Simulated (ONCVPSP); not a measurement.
Scattering properties, ONCV potential for Si

ONCVPSP 4.0.1 input, shortened (lines: element, Z, core and valence counts, functional; n l f; lmax; l rc ep ncon nbas qcut; lloc lpopt rc5 dvloc0; l nproj debl; icmod fcfact rcfact), PBE, scalar-relativistic:

```
  Si 14.00    1    4        4      upf
    1    0    2.00
    2    0    2.00
    2    1    6.00
    3    0    1.75
    3    1    2.25
    2
    0    1.10    0.00    4    7   12.80
    1    0.95    0.00    5    9   13.40
    2    0.95    0.13    5    9   10.60
    4    4    0.85    4.00
    0    2    2.10
    1    2    3.30
    2    2    3.60
    0    0.00    0.00
```

The phase is arctan(r·R′/R) of the radial function R(r), unwrapped; energies in Ha, scanned from -7 to 5 Ha. A pole is an energy at which the radial function vanishes at the test radius. The pseudo phase is shifted by a multiple of π to meet the all-electron one at the reference energy, and phase errors are pseudo minus all-electron; the curves can meet again beyond the range given. Levels narrower than the energy grid can be missing from the lists of poles.

| channel | radius (bohr) | reference energy (Ha) | poles, all-electron | poles, pseudo | unbroken range about the reference energy with phases within 0.05 rad | phase error 1 Ha above the reference energy (rad) |
| --- | --- | --- | --- | --- | --- | --- |
| s | 1.12 | -0.40 | -4.64 | -4.64 | the whole range | +0.000 |
| p | 0.97 | -0.16 | -2.58 | -2.58 | the whole range | +0.000 |
| d | 0.97 | 0.13 | none | none | the whole range | +0.000 |

Phases in the s channel:

| E (Ha) | all-electron | pseudo |
| --- | --- | --- |
| -6.96 | 0.980 | 0.980 |
| -6.32 | 0.670 | 0.670 |
| -5.68 | -0.494 | -0.493 |
| -5.04 | -1.392 | -1.392 |
| -4.40 | -1.639 | -1.639 |
| -3.76 | -1.759 | -1.759 |
| -3.12 | -1.845 | -1.845 |
| -2.48 | -1.925 | -1.925 |
| -1.84 | -2.013 | -2.013 |
| -1.20 | -2.124 | -2.124 |
| -0.56 | -2.276 | -2.276 |
| 0.08 | -2.502 | -2.502 |
| 0.72 | -2.842 | -2.842 |
| 1.36 | -3.283 | -3.284 |
| 2.00 | -3.699 | -3.700 |
| 2.64 | -3.995 | -3.995 |
| 3.28 | -4.187 | -4.188 |
| 3.92 | -4.314 | -4.315 |
| 4.56 | -4.404 | -4.405 |
